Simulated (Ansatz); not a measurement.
`[F][Al-]1([F])[SH+][Al-]([F])([F])[SH+]1`, relaxed with RKS PBE0-D4/def2-TZVP in the Gaussian-basis code of Ansatz from a PBE-D4/def2-SVP geometry. The force threshold is 0.005 eV/Å; the program also tests the step.

Total charge 0; spin multiplicity 1.

Start:

```xyz
10

F    -0.827    1.061   -2.438
Al    0.236    0.143   -1.529
F     1.564   -0.644   -2.176
S    -0.978   -1.450   -0.284
Al   -0.232   -0.142    1.531
F     0.861   -1.064    2.398
F    -1.547    0.628    2.223
S     0.958    1.470    0.284
H     0.071   -2.324   -0.208
H    -0.106    2.323    0.200
```

```tsv
step	energy (eV)	largest force (eV/Å)	largest move (Å)
1	-45759.6116	0.765	0.000
2	-45759.6630	0.448	0.085
3	-45759.6785	0.179	0.048
4	-45759.6836	0.013	0.027
5	-45759.6837	0.002	0.007
6	-45759.6837	0.004	0.005
```

End:

```xyz
10

F    -0.818    1.049   -2.394
Al    0.235    0.141   -1.518
F     1.530   -0.629   -2.177
S    -0.962   -1.439   -0.282
Al   -0.233   -0.140    1.518
F     0.826   -1.052    2.385
F    -1.525    0.625    2.187
S     0.957    1.444    0.281
H     0.092   -2.274   -0.196
H    -0.101    2.274    0.195
```

It took 53 s on 4 threads of an Intel Xeon Platinum 8259CL on a shared host, with 1.2 GiB of host memory at the peak.
